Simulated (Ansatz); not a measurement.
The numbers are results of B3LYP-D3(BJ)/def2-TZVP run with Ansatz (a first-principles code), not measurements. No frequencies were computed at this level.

Ansatz 0.2 input:
```yaml
crystal:
  periodic: [false, false, false]
  atoms:
    - { symbol: Si, position_ang: [-0.59336, 2.358904, -0.242582] }
    - { symbol: Ga, position_ang: [-0.00101, -0.003456, 0.030158] }
    - { symbol: Si, position_ang: [-1.759783, -1.675017, 0.372663] }
    - { symbol: Si, position_ang: [2.352322, -0.685299, -0.014133] }
    - { symbol: H, position_ang: [0.325284, 3.097115, -1.1399] }
    - { symbol: H, position_ang: [-1.946583, 2.566987, -0.807068] }
    - { symbol: H, position_ang: [-0.582463, 3.115303, 1.032157] }
    - { symbol: H, position_ang: [-1.339441, -2.800552, 1.239195] }
    - { symbol: H, position_ang: [-2.231716, -2.306138, -0.882467] }
    - { symbol: H, position_ang: [-2.975929, -1.120778, 1.011524] }
    - { symbol: H, position_ang: [2.686797, -1.703725, 1.0086] }
    - { symbol: H, position_ang: [2.775278, -1.278308, -1.304697] }
    - { symbol: H, position_ang: [3.290606, 0.434965, 0.227248] }
basis:
  gaussian: { orbitals: def2-tzvp }
hamiltonian:
  xc: b3lyp
  dispersion: d3bj
relax:
  max_steps: 150
```

Output:

```
Functional definition: B3LYP
1582 factors; their error is unknown
mean field evaluation 1: about -76158.6872 eV, gradient 3.3e1 eV
mean field evaluation 2: about -76158.5868 eV, gradient 4.3e1 eV
mean field evaluation 4: about -76161.1151 eV, gradient 1.5e0 eV
mean field evaluation 8: about -76161.3425 eV, gradient 1.5e-1 eV
mean field -76161.34249620 eV, -2798.8777127233 hartree, gradient 2.3e-5 eV, S^2 0.000000; 0 other end points of the search recorded, 0 dependent functions left out
reference -76161.34286533 eV, -2798.8777262884 hartree; 41, 41 occupied and 172, 172 virtual orbitals, 1582 factors
relax step   1: F+E_penalty+E_count = -76161.88697224 eV  Δ(F+E_penalty+E_count) = +0.000e0 eV  max|allowed force component| = 2.056e-1 eV/Å  Δτ_max = 0.0000 Å  (25 SCF iters, accepted)
these checks for a lower state are left out or cut short: starts, cluster_reference, orbital_swaps, neighbouring_geometries, increment
1582 factors; their error is unknown
mean field evaluation 16: about -76161.1224 eV, gradient 4.1e0 eV
mean field -76161.38047512 eV, -2798.8791084228 hartree, gradient 1.5e-5 eV, S^2 0.000000; 0 other end points of the search recorded, 0 dependent functions left out
reference -76161.38084285 eV, -2798.8791219367 hartree; 41, 41 occupied and 172, 172 virtual orbitals, 1582 factors
relax step   2: F+E_penalty+E_count = -76161.93618949 eV  Δ(F+E_penalty+E_count) = -4.922e-2 eV  max|allowed force component| = 1.359e-1 eV/Å  Δτ_max = 0.1393 Å  (29 SCF iters, accepted)
these checks for a lower state are left out or cut short: starts, cluster_reference, orbital_swaps, neighbouring_geometries, increment
1582 factors; their error is unknown
mean field -76161.39382140 eV, -2798.8795988898 hartree, gradient 7.6e-5 eV, S^2 0.000000; 0 other end points of the search recorded, 0 dependent functions left out
reference -76161.39418934 eV, -2798.8796124109 hartree; 41, 41 occupied and 172, 172 virtual orbitals, 1582 factors
relax step   3: F+E_penalty+E_count = -76161.94708905 eV  Δ(F+E_penalty+E_count) = -1.090e-2 eV  max|allowed force component| = 2.759e-2 eV/Å  Δτ_max = 0.0376 Å  (25 SCF iters, accepted)
these checks for a lower state are left out or cut short: starts, cluster_reference, orbital_swaps, neighbouring_geometries, increment
1582 factors; their error is unknown
mean field evaluation 32: about -76161.3947 eV, gradient 7.0e-5 eV
mean field -76161.39473602 eV, -2798.8796325013 hartree, gradient 7.0e-5 eV, S^2 0.000000; 0 other end points of the search recorded, 0 dependent functions left out
reference -76161.39510387 eV, -2798.8796460195 hartree; 41, 41 occupied and 172, 172 virtual orbitals, 1582 factors
relax step   4: F+E_penalty+E_count = -76161.94804707 eV  Δ(F+E_penalty+E_count) = -9.580e-4 eV  max|allowed force component| = 2.589e-2 eV/Å  Δτ_max = 0.0100 Å  (27 SCF iters, accepted)
these checks for a lower state are left out or cut short: starts, cluster_reference, orbital_swaps, neighbouring_geometries, increment
1582 factors; their error is unknown
mean field -76161.39499674 eV, -2798.8796420826 hartree, gradient 7.4e-5 eV, S^2 0.000000; 0 other end points of the search recorded, 0 dependent functions left out
reference -76161.39536455 eV, -2798.8796555994 hartree; 41, 41 occupied and 172, 172 virtual orbitals, 1582 factors
relax step   5: F+E_penalty+E_count = -76161.94860310 eV  Δ(F+E_penalty+E_count) = -5.560e-4 eV  max|allowed force component| = 1.134e-2 eV/Å  Δτ_max = 0.0164 Å  (26 SCF iters, accepted)
these checks for a lower state are left out or cut short: starts, cluster_reference, orbital_swaps, neighbouring_geometries, increment
1582 factors; their error is unknown
mean field -76161.39531757 eV, -2798.8796538730 hartree, gradient 6.9e-5 eV, S^2 0.000000; 0 other end points of the search recorded, 0 dependent functions left out
reference -76161.39568546 eV, -2798.8796673926 hartree; 41, 41 occupied and 172, 172 virtual orbitals, 1582 factors
relax step   6: F+E_penalty+E_count = -76161.94893588 eV  Δ(F+E_penalty+E_count) = -3.328e-4 eV  max|allowed force component| = 5.957e-3 eV/Å  Δτ_max = 0.0145 Å  (26 SCF iters, accepted)
these checks for a lower state are left out or cut short: starts, cluster_reference, orbital_swaps, neighbouring_geometries, increment
1582 factors; their error is unknown
mean field -76161.39543631 eV, -2798.8796582365 hartree, gradient 7.0e-5 eV, S^2 0.000000; 0 other end points of the search recorded, 0 dependent functions left out
reference -76161.39580428 eV, -2798.8796717590 hartree; 41, 41 occupied and 172, 172 virtual orbitals, 1582 factors
relax step   7: F+E_penalty+E_count = -76161.94908485 eV  Δ(F+E_penalty+E_count) = -1.490e-4 eV  max|allowed force component| = 6.801e-3 eV/Å  Δτ_max = 0.0203 Å  (26 SCF iters, accepted)
1582 factors; their error is unknown
mean field -76161.39543631 eV, -2798.8796582365 hartree, gradient 7.0e-5 eV, S^2 0.000000; 1 other end points of the search recorded, 0 dependent functions left out
reference -76161.39580428 eV, -2798.8796717590 hartree; 41, 41 occupied and 172, 172 virtual orbitals, 1582 factors
Total energy: -76161.94945282 eV, -2798.9000179676 hartree
Atom 0 at    -0.598227     2.337450    -0.276233 Å, force     0.001062     0.000186     0.001782 eV/Å
Atom 1 at     0.002757     0.008398     0.068934 Å, force    -0.000181    -0.000437     0.003395 eV/Å
Atom 2 at    -1.735457    -1.656886     0.403724 Å, force     0.001924    -0.002205    -0.006679 eV/Å
Atom 3 at     2.335512    -0.671867     0.020217 Å, force    -0.002511    -0.002219    -0.006801 eV/Å
Atom 4 at     0.354265     3.042702    -1.171407 Å, force    -0.000292     0.000528    -0.000508 eV/Å
Atom 5 at    -1.965718     2.506895    -0.829872 Å, force     0.000128    -0.000510    -0.000235 eV/Å
Atom 6 at    -0.560588     3.020552     1.046038 Å, force     0.000147    -0.001815    -0.002383 eV/Å
Atom 7 at    -1.283508    -2.806768     1.227768 Å, force    -0.000830     0.001641    -0.001730 eV/Å
Atom 8 at    -2.126850    -2.185678    -0.931931 Å, force    -0.000171     0.001627     0.006306 eV/Å
Atom 9 at    -2.953426    -1.086523     1.033738 Å, force    -0.001378    -0.000690     0.001183 eV/Å
Atom 10 at     2.633930    -1.725619     1.023756 Å, force    -0.001335     0.001063    -0.000686 eV/Å
Atom 11 at     2.623042    -1.239556    -1.325695 Å, force     0.000545     0.001955     0.005300 eV/Å
Atom 12 at     3.274270     0.456902     0.241660 Å, force     0.002892     0.000876     0.001056 eV/Å
Dipole moment:     0.001622     0.004396     0.015730 e Å
```

Cost: very roughly 90 core-seconds.
